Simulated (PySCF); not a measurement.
## Molecular orbitals of BiCl

PBE at R = 2.435 Å; Bi x2c-TZVPPall, Cl x2c-TZVPPall; spin-free X2C with a Gaussian nucleus (PySCF 2.14). State: triplet, unpaired electrons π ↑↑. Only the outer orbitals are listed, counted within each symmetry.

```json
{"spin": "α", "orbital": "17σ", "occ.": "1", "ε (eV)": "-19.96", "on Bi (%)": "10", "main shells (%)": "89 Cl s"}
{"spin": "α", "orbital": "18σ", "occ.": "1", "ε (eV)": "-15.11", "on Bi (%)": "87", "main shells (%)": "87 Bi s"}
{"spin": "α", "orbital": "19σ", "occ.": "1", "ε (eV)": "-8.65", "on Bi (%)": "30", "main shells (%)": "69 Cl p, 24 Bi p"}
{"spin": "α", "orbital": "10π", "occ.": "1", "ε (eV)": "-7.81", "on Bi (%)": "14", "main shells (%)": "86 Cl p, 13 Bi p"}
{"spin": "α", "orbital": "10π", "occ.": "1", "ε (eV)": "-7.81", "on Bi (%)": "14", "main shells (%)": "86 Cl p, 13 Bi p"}
{"spin": "α", "orbital": "11π", "occ.": "1", "ε (eV)": "-5.08", "on Bi (%)": "88", "main shells (%)": "87 Bi p, 12 Cl p"}
{"spin": "α", "orbital": "11π", "occ.": "1", "ε (eV)": "-5.08", "on Bi (%)": "88", "main shells (%)": "87 Bi p, 12 Cl p"}
{"spin": "α", "orbital": "20σ", "occ.": "0", "ε (eV)": "-2.60", "on Bi (%)": "80", "main shells (%)": "75 Bi p, 20 Cl p"}
{"spin": "α", "orbital": "21σ", "occ.": "0", "ε (eV)": "4.03", "on Bi (%)": "92", "main shells (%)": "64 Bi s, 23 Bi d"}
{"spin": "α", "orbital": "5δ", "occ.": "0", "ε (eV)": "4.10", "on Bi (%)": "98", "main shells (%)": "98 Bi d"}
{"spin": "β", "orbital": "17σ", "occ.": "1", "ε (eV)": "-19.81", "on Bi (%)": "9", "main shells (%)": "91 Cl s"}
{"spin": "β", "orbital": "18σ", "occ.": "1", "ε (eV)": "-14.18", "on Bi (%)": "87", "main shells (%)": "86 Bi s"}
{"spin": "β", "orbital": "19σ", "occ.": "1", "ε (eV)": "-8.44", "on Bi (%)": "28", "main shells (%)": "71 Cl p, 21 Bi p"}
{"spin": "β", "orbital": "10π", "occ.": "1", "ε (eV)": "-7.57", "on Bi (%)": "8", "main shells (%)": "92 Cl p"}
{"spin": "β", "orbital": "10π", "occ.": "1", "ε (eV)": "-7.57", "on Bi (%)": "8", "main shells (%)": "92 Cl p"}
{"spin": "β", "orbital": "11π", "occ.": "0", "ε (eV)": "-3.70", "on Bi (%)": "93", "main shells (%)": "93 Bi p"}
{"spin": "β", "orbital": "11π", "occ.": "0", "ε (eV)": "-3.70", "on Bi (%)": "93", "main shells (%)": "93 Bi p"}
{"spin": "β", "orbital": "20σ", "occ.": "0", "ε (eV)": "-2.05", "on Bi (%)": "83", "main shells (%)": "78 Bi p, 16 Cl p"}
```

Question: Which are the highest filled and the lowest empty level, where do they sit, and how wide is the gap?

Answer: Highest filled α 11π at -5.08 eV (in %: 87 Bi p, 12 Cl p); lowest empty β 11π at -3.70 eV (in %: 93 Bi p); the gap at PBE is 1.38 eV. Both belong to one degenerate shell, split only by its one-sided filling, so this is no excitation gap.

* bond order (Mayer): 1.10
* ⟨S²⟩: 2.003
* charge on Bi (Mulliken, basis-dependent): 0.32
* charge on Bi (Löwdin, basis-dependent): 0.13
* dipole moment (positive dipole means Bi(−)Cl(+)): -2.64 D
* polarisability along the bond: 70.2 bohr³
* polarisability across the bond: 38.5 bohr³

Spin–orbit coupling is left out, which matters for elements this heavy, above all for dissociation energies. The state is the lowest determinant that a PBE0 search found; another state may lie lower at other levels.
